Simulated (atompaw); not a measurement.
# Building the PAW (atompaw) potential for indium (In) (PBE, scalar-relativistic).

In (Z = 49), PAW, made with atompaw 4.2.0.5 (PBE, scalar-relativistic). Core [Kr] 4d10, reference 5s1 5p2. Waves: 5s (bound): rc 2.25 bohr; 5s channel at 0.25 Ry: rc 2.25 bohr; 5p (bound): rc 3.00 bohr; 5p channel at 0.35 Ry: rc 3.00 bohr. Local part: troulliermartins scheme with l = 2 at 0 Ry, radius 2.75 bohr. Core correction: smooth core density matched at 1.65 bohr. Augmentation charge: sinc compensation charge, radius 2.35 bohr; PAW radius 3.00 bohr; waves and projectors: custom rrkj vanderbiltortho.

All-electron outer shells of the reference configuration (PBE, scalar-relativistic, ld1.x):

```
shell  level (eV)  outermost node (bohr)  outermost maximum (bohr)
   4p      -79.81                   0.42                      0.82
   4d      -20.24                   0.40                      0.94
   5s       -9.20                   1.02                      2.13
   5p       -3.22                   1.14                      2.78
```

Calculated quality:

* Cutoffs needed: 6 Ry and 8 Ry (the cutoffs (Ry, on a coarse ladder) from which the occupation-weighted sum of valence levels, in a spherical-Bessel basis at the reference potential, stays within 10 and 1 mRy of its value at 400 Ry)
* Ghost test: no extra level below or beside the all-electron valence levels (s, p, d, f tested) (spherical-Bessel basis up to 400 Ry, 20 bohr box)
* Lowest eigenvalue of the overlap operator: 0.13 (s channel)
* Overlap eigenvalues printed by atompaw (projector basis): 0.00406, 0.166, 29.7, 372
* Share of each valence orbital outside the PAW sphere: 5s 28 %, 5p 59 %

Generation and tests took about 4 s on one core of a shared server CPU.
